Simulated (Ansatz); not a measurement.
C$_{4}$H$_{4}$F$_{6}$O, SMILES `FC(F)COC(F)(F)C(F)F`, relaxed with RKS PBE0-D4/def2-TZVP in Ansatz from a PBE-D4/def2-SVP geometry. The force threshold is 0.005 eV/Å; the program also tests the step.

The species carries charge 0 and has multiplicity 1.

Start:

```xyz
15

F    -1.948   -1.059   -1.812
C    -1.107   -0.032   -2.121
F    -0.747   -0.145   -3.433
C     0.154   -0.118   -1.279
O    -0.229    0.124    0.078
C     0.738   -0.071    1.011
F     1.164   -1.374    1.029
F     1.845    0.687    0.759
C     0.152    0.273    2.397
F    -0.204    1.582    2.418
F     1.098    0.054    3.342
H    -1.654    0.928   -1.972
H     0.595   -1.130   -1.395
H     0.884    0.643   -1.625
H    -0.741   -0.360    2.603
```

```json
{"step": "1", "energy (eV)": "-22548.8839", "largest force (eV/Å)": "0.674", "largest move (Å)": "0.000"}
{"step": "2", "energy (eV)": "-22548.9434", "largest force (eV/Å)": "0.275", "largest move (Å)": "0.023"}
{"step": "3", "energy (eV)": "-22548.9512", "largest force (eV/Å)": "0.042", "largest move (Å)": "0.014"}
{"step": "4", "energy (eV)": "-22548.9513", "largest force (eV/Å)": "0.013", "largest move (Å)": "0.004"}
{"step": "5", "energy (eV)": "-22548.9514", "largest force (eV/Å)": "0.027", "largest move (Å)": "0.008"}
{"step": "6", "energy (eV)": "-22548.9515", "largest force (eV/Å)": "0.015", "largest move (Å)": "0.011"}
{"step": "7", "energy (eV)": "-22548.9515", "largest force (eV/Å)": "0.008", "largest move (Å)": "0.007"}
{"step": "8", "energy (eV)": "-22548.9516", "largest force (eV/Å)": "0.003", "largest move (Å)": "0.007"}
{"step": "9", "energy (eV)": "-22548.9516", "largest force (eV/Å)": "0.005", "largest move (Å)": "0.008"}
{"step": "10", "energy (eV)": "-22548.9516", "largest force (eV/Å)": "0.006", "largest move (Å)": "0.011"}
{"step": "11", "energy (eV)": "-22548.9516", "largest force (eV/Å)": "0.004", "largest move (Å)": "0.008"}
```

End:

```xyz
15

F    -1.958   -1.017   -1.829
C    -1.095   -0.013   -2.100
F    -0.748   -0.103   -3.405
C     0.155   -0.156   -1.270
O    -0.224    0.085    0.077
C     0.741   -0.066    1.002
F     1.206   -1.336    1.034
F     1.808    0.719    0.749
C     0.146    0.268    2.376
F    -0.243    1.554    2.390
F     1.089    0.093    3.316
H    -1.612    0.937   -1.934
H     0.554   -1.166   -1.394
H     0.892    0.579   -1.601
H    -0.712   -0.377    2.589
```

Hardware: 4 threads of an AMD EPYC 7R13 on a shared host and a share of an NVIDIA H100 80 GB. Wall time 40 s, peak host memory 0.97 GiB.
